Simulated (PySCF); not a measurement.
Relaxation of singlet SiI2

Level of theory: B3LYP in PySCF with Si def2-SVP, I def2-SVP with ECP28; scalar-relativistic core potentials, no spin–orbit coupling; density-fitted integrals. A (50,194) grid was used.

A hand-made bent start, of C2v symmetry, held to at least that symmetry:

Coordinates in bohr (charge 0 multiplicity 1):
```
Si    0.0000    0.0000   -2.4309
I     3.8545    0.0000    0.2680
I    -3.8545    0.0000    0.2680
```

Optimiser trace:
```csv
step,E − E(last) (kJ/mol),largest gradient (Eh/bohr)
0,2.55,0.01075
1,0.30,0.00160
2,0.05,0.00115
3,0.01,0.00067
4,0.00,0.00005
```

It ends at C2v with Si–I 2.514 Å (×2); I–Si–I 104.4° (after a last refinement on a finer grid). A frequency run shows a minimum. Other isomers or separated fragments may lie lower.

The relaxation took roughly 50 core-seconds on a shared host.
